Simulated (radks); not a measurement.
Values are calculated unless marked as measured or tabulated.
Problem. Neutral rubidium, [Kr] 5s1. Code: a radial shooting solver on a logarithmic mesh with Libxc functionals. Model: non-relativistic Kohn-Sham, exchange-only LDA, spin-polarised, spherical densities, point nucleus. Every spin shell is full or empty, so the densities are truly spherical. Functionals are evaluated on that one density, not self-consistently. Rank these orbital-free kinetic functionals by their error against the exact value of the orbitals, and give that value: Thomas-Fermi, von Weizsacker, TF + vW, LC94, APBEK, Thakkar, PG1, DePristo-Kress, Ernzerhof.

Solution. Exact: 2932.98 hartree. From best to worst, with 100 (|E| - |E exact|)/|E exact| (equal figures are ties): LC94 +0.04, DePristo-Kress -0.08, APBEK +0.11, Ernzerhof -0.39, Thakkar -0.49, Thomas-Fermi -5.82, PG1 +16.98, TF + vW +40.06, von Weizsacker -54.12.
